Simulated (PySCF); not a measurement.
System: CH₆BO₂Si, charge 0, multiplicity 2. It need not be the lowest isomer of its formula. SMILES: C[SiH]B(O)O
Coordinates optimised at B3LYP-D3(BJ)/def2-TZVP (Ansatz):
```xyz
11

C     -2.2860     0.5697    -0.2389
Si    -0.8488    -0.6395    -0.3470
B      0.9705     0.0389     0.1669
O      1.2057     1.3793     0.0619
O      2.0139    -0.7645     0.5557
H     -2.5679     0.7441     0.8030
H     -3.1642     0.1960    -0.7672
H     -2.0003     1.5274    -0.6755
H     -1.1913    -1.9637     0.2450
H      2.1162     1.6155     0.2841
H      1.7970    -1.6980     0.6264
```
Charge 0, spin multiplicity 2.

Dispersion corrections to the total energy (kcal/mol) from the dftd3 and dftd4 libraries through PySCF: D3(BJ) without and D4 with the three-body term, each with the damping fitted for the functional named.

| functional | D3(BJ) | D4 |
|---|---|---|
| PW6B95 | -2.69 | -4.26 |
| r2SCAN | -1.40 | -1.22 |
| BHLYP | -7.08 | [?] |
| B2GP-PLYP | -3.67 | -2.08 |
| PBE0 | -4.34 | [?] |
| revPBE | -12.21 | -14.97 |
| PBE | -4.92 | [?] |

Fill in the missing entries.


- BHLYP, D4: -6.06
- PBE0, D4: -4.15
- PBE, D4: -4.91
